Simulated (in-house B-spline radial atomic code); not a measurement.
How G0W0 and RPA depend on the start: the vanadium ion V⁵⁺

Configuration [Ne] 3s2 3p6. Computed with a B-spline radial code for spherical atoms: all electrons, scalar-relativistic (spin-free one-electron X2C), finite nucleus, each spin shell either full or empty, empty states to l = 9 with an (l + 1/2)⁻⁴ tail; G0W0 by contour deformation at full frequency.

| start | mean-field 3p (eV) | G0W0 (eV) | QP weight | RPA correlation (Eh) |
| --- | --- | --- | --- | --- |
| Hartree-Fock | -128.40 | -128.98 | 0.972 | -1.095 |
| LDA VWN5 | -117.39 | -128.49 | 0.949 | -1.2351 |
| PBE | -117.41 | -128.41 | 0.949 | -1.233 |
| PBE0 | -120.52 | -128.59 | 0.957 | -1.1923 |
| r2SCAN | -118.42 | ? | ? | ? |
| HSE06 | -120.08 | -128.58 | 0.956 | -1.1963 |
| B3LYP (VWN-RPA) | -119.91 | -128.56 | 0.956 | -1.2008 |
| SCAN | -118.46 | -128.53 | 0.954 | -1.2096 |
| TPSS | -117.73 | -128.44 | 0.951 | -1.2246 |
| BHandHLYP | -123.43 | -128.75 | 0.963 | -1.1569 |
| CAM-B3LYP | -121.90 | -128.66 | 0.960 | -1.1821 |
| LC-wPBE | -123.07 | -128.68 | 0.962 | -1.1789 |
| wB97X | -122.90 | -128.58 | 0.962 | -1.1734 |
| PBEsol | -117.28 | ? | ? | ? |
| BLYP | -117.24 | -128.40 | 0.949 | -1.2337 |
| r2SCAN0 | -121.19 | -128.67 | 0.960 | -1.1781 |
| LDA exchange-only | -115.46 | -128.53 | 0.947 | -1.2344 |

**Question.** What G0W0 level, weight and RPA correlation energy follow from the PBEsol start?

**Answer.** G0W0 level -128.45 eV, weight 0.949, RPA correlation -1.2336 hartree.

**Question.** What G0W0 level, weight and RPA correlation energy follow from the r2SCAN start?

**Answer.** G0W0 level -128.55 eV, weight 0.953, RPA correlation -1.2105 hartree.

**Question.** How much of the dependence on the start does G0W0 remove?

**Answer.** The mean-field levels span 12.9 eV and the G0W0 levels 0.58 eV. Against 128.125 ± 0.025 eV (NIST, measured) the G0W0 removal energies are off by +0.28 to +0.86 eV, with spin-orbit coupling, Breit and QED terms left out.
